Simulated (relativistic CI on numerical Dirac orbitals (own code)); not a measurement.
One change at a time: Ce XXIV

Base calculation: Dirac-Coulomb-Breit CI, orbitals from a KLI potential per configuration, model QED (radiative potential, 1s self-energy scaled to tabulated hydrogen-like ionisation energies), unscaled Slater integrals.

Configuration list (outside the closed core [Ar] 3d10): 4s2.4p5, 4s.4p6, 4s2.4p4.4d, 4s.4p5.4d, 4s2.4p4.4f, 4s.4p5.4f, 4p6.4d, 4s.4p4.4d2, 4s2.4p3.4d.4f, 4p6.4f, 4s2.4p4.5s, 4s2.4p4.5p, 4p6.5s, 4p5.4d.4f, 4s.4p4.4d.5s, 4s.4p5.5s, 4s2.4p4.5d, 4s.4p4.4f2, 4s2.4p3.4f.5s, 4s.4p5.5p, 4s2.4p4.5f, 4s2.4p4.5g, 4s.4p5.5d, 4s2.4p4.6s, 4s2.4p4.6p, 4p5.4f.5s, 4s.4p5.5f, 4s2.4p3.4d2, 4s2.4p2.4d3, 4s.4p3.4d3, 4s2.4p2.4d2.4f, 4s.4p3.4d2.4f, 4s2.4p2.4d2.5s, 4p5.4d2, 4p4.4d3, 4p4.4d2.4f, 4p4.4d2.5s, 4p5.4d.5s, 4p4.4d.4f.5s, 4p4.4d.5s2, 4s2.4p3.5s2, 4s2.4p2.4d.5s2, 4s.4p3.4d.5s2, 4s2.4p2.4f.5s2, 4s.4p3.4f.5s2. Double excitations out of closed p, d and f shells are left out; levels of such configurations are missing from the list, as are those of other unlisted configurations, and high levels can miss mixing partners. These lack a partner that the ground configuration has and come out too high: 4s2.4p4.5p, 4s.4p5.5s, 4s2.4p4.5d, 4s.4p5.5p, 4s2.4p4.5f.

The lowest level and the first level of each name with at least 55 % of one term (blank where a level has no safe partner in the second run):

```
              Level  Base (cm⁻¹)  Shift (cm⁻¹)
    4s2.4p5 2P°_3/2            0             0
    4s2.4p5 2P°_1/2       191292            -2
      4s.4p6 2S_1/2       664218           -21
  4s2.4p4.4d 4D_5/2       761113           -94
  4s2.4p4.4d 4F_9/2       808698           -99
  4s2.4p4.4d 4P_1/2       857121           -87
  4s2.4p4.4d 4D_1/2       921083           -91
  4s2.4p4.4d 2G_9/2      1014187          -104
  4s2.4p4.4d 2S_1/2      1086672          -104
  4s.4p5.4d 4P°_1/2      1406365           -43
  4s.4p5.4d 4P°_3/2      1421624           -48
  4s.4p5.4d 4F°_7/2      1452189           -61
  4s.4p5.4d 4F°_9/2      1464751           -60
4s2.4p3.4d2 4P°_1/2      1630919          -159
```

At this charge energies of transitions that change n are usually good to better than 1 %, and those within a shell (Δn = 0) to a few per cent.

(1) One thing was changed in a second run, which moved the levels as shown. Which?
A. one mean potential for all configurations
B. QED terms removed
C. Breit term removed
D. valence Slater integrals scaled by 0.9
E. configuration mixing switched off

## Answers

(1) A. One mean potential for all configurations. One potential for all configurations removes the relaxation of the orbitals, which moves whole configurations and changes the integrals a little.

LS names give the leading component of a level, which can be under half, so a name can repeat, a term be missing and a line seem to break the LS rules.
